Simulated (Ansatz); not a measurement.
Breaking the Sn1–F3 bond in FHSn (SMILES [F][SnH]) (multiplicity 1 held, fragments rigid). Energies count from the point at 1.961 Å.
Geometry at that point (charge 0, multiplicity 1):
```csv
atom,x (Å),y (Å),z (Å)
Sn,-0.0910,-0.1737,0.2189
H,-1.0351,-1.0891,-1.0004
F,0.6204,1.0860,-1.1050
```

Signs of static correlation in def2-TZVPP, from Ansatz (a quantum-chemistry and plane-wave program) runs.

| R (Å) | T1 of restricted CCSD | ⟨S²⟩ of UHF | largest double amplitude of restricted CCSD |
|---|---|---|---|
| 1.569 | 0.013 | 0.000 | 0.066 |
| 1.765 | 0.014 | 0.000 | 0.067 |
| 1.961 | 0.017 | 0.000 | 0.067 |
| 2.157 | 0.019 | 0.000 | 0.066 |
| 2.353 | 0.023 | 0.000 | 0.065 |
| 2.647 | 0.029 | 0.000 | 0.061 |
| 2.942 | ? | 0.742 | ? |
| 3.432 | 0.058 | 0.966 | 0.105 |
| 3.922 | 0.100 | 1.005 | 0.183 |
| 4.510 | 0.211 | 1.016 | 0.542 |
| 5.295 | 0.053 | 1.018 | 0.077 |
| 6.275 | 0.036 | 1.018 | 0.077 |

### Question
What belongs in the gaps?

### Answer

- 2.942, T1 of restricted CCSD: 0.037
- 2.942, largest double amplitude of restricted CCSD: 0.074

Doubts at one or more of the structures used: a restricted determinant that unrestricted orbitals would lower (R-CCSD(T)/def2-TZVPP); T1 above 0.05 (R-CCSD(T)/def2-TZVPP, U-CCSD(T)/def2-TZVPP); other coupled-cluster roots lie near (R-CCSD(T)/def2-TZVPP); a spin-contaminated determinant (U-CCSD(T)/def2-TZVPP).
